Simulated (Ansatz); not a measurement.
Fe₂Pt⁺. Total charge 1; sextet. Geometry r2SCAN-D4/def2-TZVP, that of the neutral septet.

```xyz
3

Fe    0.9661   -0.2497    0.8000
Fe    0.0287    1.2108   -0.5041
Pt   -0.9948   -0.9612   -0.2959
```

In the def2 sets Pt takes a core potential; there is no spin–orbit coupling. At PBE-D4/def2-TZVP, r2SCAN-D4/def2-TZVP, PBE0-D4/def2-TZVP the charge 1 sextet is spin-contaminated (final ⟨S²⟩ up to 9.89, 8.75 for a pure state). At PBE-D4/def2-TZVP an occupied level of the charge 1 sextet lies above an empty one of the other spin, so a lower spin may lie lower. At PBE0-D4/def2-TZVP a octet of charge 1 lies 1.19 eV below the sextet at the same geometry. The structure comes from a short search, and lower isomers may exist.

Problem. Estimate the α-spin orbital energies around the gap (eV) in Ansatz with PBE-D4/def2-TZVP, r2SCAN-D4/def2-TZVP, PBE0-D4/def2-TZVP.

Solution. 
```
orbital  PBE-D4/def2-TZVP  r2SCAN-D4/def2-TZVP  PBE0-D4/def2-TZVP
 HOMO−5            -11.03               -11.55             -12.78
 HOMO−4            -10.85               -11.01             -12.45
 HOMO−3            -10.81               -10.98             -11.95
 HOMO−2            -10.76               -10.79             -11.94
 HOMO−1            -10.64               -10.77             -11.72
   HOMO            -10.42               -10.43             -11.29
   LUMO             -9.94                -9.65              -8.48
 LUMO+1             -8.69                -8.45              -7.74
 LUMO+2             -8.09                -7.80              -7.20
 LUMO+3             -6.34                -6.11              -5.57
 LUMO+4             -5.34                -4.94              -4.48
 LUMO+5             -4.85                -4.51              -4.00
 β HOMO             -9.70                -9.78             -10.85
 β LUMO             -9.14                -8.54              -7.22
```
